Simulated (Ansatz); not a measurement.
Wavefunction ladder for C₂H₅BOS

```xyz
10

O    -0.4190   -1.9499    0.8277
C     0.1598   -0.8835    0.2223
B    -0.6890    0.1534   -0.5446
C     0.2398    1.4089   -0.5892
S     0.0463    0.8657    1.1484
H     0.2298   -2.4293    1.3501
H     1.2264   -0.9956    0.0231
H    -1.8565    0.0926   -0.7626
H    -0.2156    2.3786   -0.7660
H     1.2780    1.3590   -0.9092
```

Total charge 0; spin multiplicity 1. All single points use the PBE0-D4/def2-TZVP geometry. It is one conformer, not always the lowest. Frozen core, restricted reference, Ansatz 0.2.0. CBS rows extrapolate triple and quadruple zeta; past MP2 they add the triple-zeta difference.

```
     basis     HF (Eh)  MP2 corr.  CCSD corr.       (T)  CCSD(T) total
def2-TZVPP  -575.77057   -0.85744    -0.89064  -0.04213     -576.70334
def2-QZVPP  -575.78988   -0.92009           –         –              –
 CBS(def2)  -575.79254   -0.96651    -0.99970     as TZ     -576.83437
```
